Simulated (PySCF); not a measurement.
## `C#CC[C@@H]1S[C@@H]1C`, C₆H₈S

Molfile (atoms numbered from 1):
```
C6H8S
     RDKit          3D

 15 15  0  0  0  0  0  0  0  0999 V2000
    2.5725    0.9543   -0.3117 C   0  0  0  0  0  0  0  0  0  0  0  0
    1.8331    0.0251   -0.1650 C   0  0  0  0  0  0  0  0  0  0  0  0
    0.9086   -1.0731    0.0426 C   0  0  0  0  0  0  0  0  0  0  0  0
   -0.0975   -0.6965    1.1085 C   0  0  2  0  0  0  0  0  0  0  0  0
   -1.6946   -1.5476    1.1168 S   0  0  0  0  0  0  0  0  0  0  0  0
   -1.2552    0.1853    0.8097 C   0  0  2  0  0  0  0  0  0  0  0  0
   -1.4922    0.7479   -0.5648 C   0  0  0  0  0  0  0  0  0  0  0  0
    3.2364    1.7536   -0.4553 H   0  0  0  0  0  0  0  0  0  0  0  0
    1.4645   -1.9596    0.3619 H   0  0  0  0  0  0  0  0  0  0  0  0
    0.4040   -1.3083   -0.8972 H   0  0  0  0  0  0  0  0  0  0  0  0
    0.3398   -0.6007    2.0989 H   0  0  0  0  0  0  0  0  0  0  0  0
   -1.5694    0.8442    1.6144 H   0  0  0  0  0  0  0  0  0  0  0  0
   -2.4857    1.1872   -0.6229 H   0  0  0  0  0  0  0  0  0  0  0  0
   -1.4167   -0.0240   -1.3264 H   0  0  0  0  0  0  0  0  0  0  0  0
   -0.7521    1.5201   -0.7740 H   0  0  0  0  0  0  0  0  0  0  0  0
  1  2  3  0
  2  3  1  0
  3  4  1  0
  4  5  1  0
  5  6  1  0
  6  7  1  0
  6  4  1  0
  1  8  1  0
  3  9  1  0
  3 10  1  0
  4 11  1  1
  6 12  1  1
  7 13  1  0
  7 14  1  0
  7 15  1  0
M  END
```

Theory: GIAO KT3/pcSseg-1 magnetisability, rotational g tensor and spin-rotation constants, non-relativistic, gas phase in PySCF 2.14.0. Geometry: GFN2-xTB.

What are the magnetisability and the molar susceptibility?

Isotropic -1383 × 10⁻³⁰ J/T², or -83.3 × 10⁻⁶ cm³/mol; principal values -1513, -1362, -1274 × 10⁻³⁰ J/T², anisotropy 210 × 10⁻³⁰ J/T² (root of half the summed squared differences of the principal values). The susceptibility is in cgs units.

Split it along the inertial axes a, b, c into diamagnetic and paramagnetic parts about the centre of mass, with the quadrupole moment.


| axis | χ (10⁻⁶ cm³/mol) | diamagnetic (10⁻⁶ cm³/mol) | paramagnetic (10⁻⁶ cm³/mol) | summed x² of all electrons (Å²) | quadrupole Θ (D Å) |
| --- | --- | --- | --- | --- | --- |
| a | -83.3 | -402.3 | 319.0 | 189.0 | -3.43 |
| b | -78.6 | -913.9 | 835.3 | 68.4 | +3.23 |
| c | -88.0 | -1092.1 | 1004.2 | 26.4 | +0.20 |

Anisotropies 2χaa − χbb − χcc = +0.1 and 2χbb − χaa − χcc = +14.0 × 10⁻⁶ cm³/mol. Θ is traceless in Buckingham's convention.

And the rotational g tensor?


```tsv
axis	rotational constant (GHz)	g	nuclear part	electronic part
a	4.2699	-0.0043	0.6357	-0.6400
b	1.4115	-0.0071	0.5468	-0.5539
c	1.1725	+0.0003	0.5534	-0.5531
```
Asymmetric top; isotopes 12C, 1H, 32S; no vibrational averaging.
